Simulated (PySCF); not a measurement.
C3H6FNSi, SMILES F/C=C1/CN[SiH2]1.

Geometry: r2SCAN-D4/def2-SVP. The structure was generated by enumeration; whether it is a known compound was not checked.

Computed with B3LYP/def2-TZVP in PySCF.

- total energy: -562.12149 hartree
- point group: Cs
- highest occupied level: -6.54 eV
- lowest empty level: -0.45 eV
- orbital gap: 6.10 eV
- dipole moment: 2.18 D
- quadrupole, principal values (traceless, Buckingham form, about the centre of nuclear charge): -4.10, -0.37, 4.47 D·Å
- mean static polarisability: 68.0 bohr³ (10.08 Å³)
- polarisability, principal values: 51.8, 70.2, 82.1 bohr³
